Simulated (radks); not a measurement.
Question: The mean radii <r> (bohr) of the occupied orbitals of an atom or ion are listed with their occupations. Calculated with a radial shooting solver on a logarithmic mesh with Libxc functionals: scalar-relativistic Kohn-Sham, PBEsol, spin-polarised, spherical densities, finite nucleus; Fermi nuclear charge, rms radius of each element as measured or else 0.836 A^(1/3) + 0.57 fm.

orbital  occ.      <r>
1s up       1  0.02275
1s down     1  0.02275
2s up       1  0.09649
2s down     1  0.09639
2p up       3  0.08493
2p down     3  0.08481
3s up       1   0.2412
3s down     1   0.2417
3p up       3   0.2364
3p down     3   0.2371
3d up       4   0.2105

Name the element and its charge. Open shells, if any, are filled with parallel spins first.

Answer: Z = 62, samarium, charge +40: Sm40+ in [Ar] 3d4. The 1s radius gives Z: for a bare nucleus <r> = (2 gamma + 1)/(2Z) with gamma = sqrt(1 - (Z/c)^2), 0.02245 bohr for Z = 62, and screening makes it slightly larger (0.02275 here). The occupations add up to 22, and the charge is Z minus that.
